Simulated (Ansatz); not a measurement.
Relaxation of AlFH$_{2}$O$_{2}$ (6 atoms, charge 0, multiplicity 1), to a largest force component of 0.02 eV/Å in at most 40 steps.

All numbers below come from Ansatz 0.2.0, RKS PBE/6-31G*.

```xyz
6
Properties=species:S:1:pos:R:3:forces:R:3
Al 0.000 0.000 0.000 0.04 -0.06 -0.56
F 0.000 0.000 1.690 -0.01 0.02 -0.72
O 1.542 0.000 -0.890 -0.62 -1.30 0.50
H 1.841 -0.952 -1.045 -0.31 1.35 0.15
O -1.542 0.000 -0.890 0.39 -1.27 0.88
H -2.051 -0.847 -0.681 0.51 1.26 -0.24
```

Question: Where does it end, and by what steps?

Answer: The forces met the threshold. After 7 steps the energy has fallen by 0.428 eV; H4 moved furthest, 0.62 Å.

| step | energy less start (eV) | largest force component (eV/Å) | accepted |
| --- | --- | --- | --- |
| 0 | 0.0000 | 1.350 | yes |
| 1 | -0.0500 | 1.714 | yes |
| 2 | -0.1289 | 1.248 | yes |
| 3 | -0.2916 | 0.437 | yes |
| 4 | -0.3458 | 0.424 | yes |
| 5 | -0.4081 | 0.185 | yes |
| 6 | -0.4194 | 0.366 | yes |
| 7 | -0.4277 | 0.018 | yes |

```xyz
6
Properties=species:S:1:pos:R:3
Al 0.049 -0.205 0.073
F -0.172 0.175 1.677
O 1.649 -0.305 -0.536
H 1.730 -0.529 -1.481
O -1.287 -0.496 -0.968
H -2.179 -0.440 -0.582
```

Whether the end is a true minimum wasn't checked by a vibrational analysis.

The run took 7.3 s on 1 thread of Intel(R) Xeon(R) 6975P-C (Granite Rapids) (shared host), peak memory 0.15 GiB.
